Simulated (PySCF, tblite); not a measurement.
Isomers of C5H8FNSi2. All values are computed: GFN2-xTB (tblite) harmonic vibrations without scaling, gas phase. This tight-binding method is rough: wavenumbers can miss measured ones by several per cent, in bad cases by 10 to 20. Modes of hydrogen on silicon can be 10 to 20 % off. One conformer each.

Electronic energies: PBE0/pcSseg-1 single points on the GFN2-xTB geometries (PySCF, gas phase).

```json
{"SMILES": "C=C/C([SiH2]F)=C(/[SiH3])C#N", "electronic energy, lowest = 0 (kcal/mol)": "3.8"}
{"SMILES": "N#C[C@H]1[SiH2]C[SiH2]/C1=C\\F", "electronic energy, lowest = 0 (kcal/mol)": "10.8"}
{"SMILES": "N#C[Si@@H]1CC[SiH2]/C1=C\\F", "electronic energy, lowest = 0 (kcal/mol)": "0.0"}
{"SMILES": "N#CC1=C[SiH2][C@]1(F)C[SiH3]", "electronic energy, lowest = 0 (kcal/mol)": "41.1"}
{"SMILES": "N#C[C@@H]1[SiH2]C=C[SiH2][C@H]1F", "electronic energy, lowest = 0 (kcal/mol)": "20.5"}
```

Question: How do GFN2-xTB zero-point energies change the relative energies?

Answer: 
```
                          SMILES  ZPE (kcal/mol)  of it from modes above 1550 cm⁻¹  electronic (kcal/mol)  with ZPE, lowest = 0 (kcal/mol)  lowest mode (cm⁻¹)  rings
      N#C[Si@@H]1CC[SiH2]/C1=C\F            70.4                              36.8                    0.0                              0.3                  35      1
    C=C/C([SiH2]F)=C(/[SiH3])C#N            66.2                              35.4                    3.8                              0.0                  31      0
   N#C[C@H]1[SiH2]C[SiH2]/C1=C\F            68.6                              36.0                   10.8                              9.3                  34      1
N#C[C@@H]1[SiH2]C=C[SiH2][C@H]1F            68.9                              35.6                   20.5                             19.3                  48      1
    N#CC1=C[SiH2][C@]1(F)C[SiH3]            66.4                              34.9                   41.1                             37.5                  56      1
```

The zero-point energies span 4.2 kcal/mol, from `C=C/C([SiH2]F)=C(/[SiH3])C#N` to `N#C[Si@@H]1CC[SiH2]/C1=C\F`. With it `C=C/C([SiH2]F)=C(/[SiH3])C#N` becomes the lowest.

Question: And how do the electronic energies of GFN2-xTB itself compare?

Answer: `N#C[Si@@H]1CC[SiH2]/C1=C\F` 43.0; `C=C/C([SiH2]F)=C(/[SiH3])C#N` 0.0; `N#C[C@H]1[SiH2]C[SiH2]/C1=C\F` 27.7; `N#C[C@@H]1[SiH2]C=C[SiH2][C@H]1F` 33.9; `N#CC1=C[SiH2][C@]1(F)C[SiH3]` 44.0 kcal/mol, lowest = 0. Against the energies above, taken from the same isomer `N#C[Si@@H]1CC[SiH2]/C1=C\F`, the largest difference is 46.8 kcal/mol.

Question: What do entropy and thermal enthalpy add at 298.15 K and 1 bar (rigid rotor, harmonic oscillator, one conformer each)?

Answer: 
```csv
SMILES,point group,symmetry number,S (cal/(mol K)),H − H(0) (kcal/mol),ZPE + H − H(0) − TS (kcal/mol)
N#C[Si@@H]1CC[SiH2]/C1=C\F,C1,1,105.0,7.67,46.7
C=C/C([SiH2]F)=C(/[SiH3])C#N,C1,1,110.0,8.34,41.8
N#C[C@H]1[SiH2]C[SiH2]/C1=C\F,C1,1,103.8,7.53,45.1
N#C[C@@H]1[SiH2]C=C[SiH2][C@H]1F,C1,1,101.0,7.34,46.1
N#CC1=C[SiH2][C@]1(F)C[SiH3],C1,1,105.5,7.86,42.8
```
